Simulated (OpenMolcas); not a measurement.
## F2+: Slater's ratio, worked from levels

```
Program             : OpenMolcas
Basis               : ANO-RCC [8s7p4d3f2g]
Scalar Hamiltonian  : DKH2, point nucleus
Active space        : 5 electrons in 8 orbitals (2s 2p 3s 3p)
State averaging     : 2S+1 = 4 odd, 1 root; 2S+1 = 2 odd, 8 roots; 2S+1 = 4 even, 3 roots; 2S+1 = 2 even, 9 roots
Spin-orbit coupling : RASSI with atomic mean-field integrals over the reference wave functions, term energies averaged over their components
```

Methods: CASSCF; SS-CASPT2, IPEA 0.25 Eh, imaginary shift 0.1 Eh (closed shells correlated: 1s).

**Slater's ratio.** With one set of orbitals, p3 has 2D* - 4S* = 9 F2 and 2P* - 2D* = 6 F2 (F2 = F²/25), a ratio of 2/3. Term energies are centres of gravity, weighted by 2J + 1.

```json
{"Source": "CASSCF", "2D* - 4S*": "37836", "2P* - 4S*": "50965", "F2 from the first": "4204", "Ratio": "0.347"}
{"Source": "SS-CASPT2", "2D* - 4S*": "34710", "2P* - 4S*": "51951", "F2 from the first": "3857", "Ratio": "0.497"}
```

Energies in cm-1. A ratio away from 2/3 shows effects beyond one configuration with one set of orbitals, and in heavier atoms second-order spin-orbit shifts. In CASSCF the valence s occupation is 1.95 in 2P* against 2.00 in 2D*: mixing out of s² acts most on 2P* and pulls it down.

Term energies are means over components that CASPT2 splits; among the terms shown or strongly mixed into the levels shown the widest spread is 55 cm-1 (2s2 2p3 2D*, SS-CASPT2). Active for correlation alone: 3p 3s; no level in the range computed is led by a configuration that fills them, so any true level of that kind is missing. Levels of configurations outside the active space are missing.

* marks odd parity.
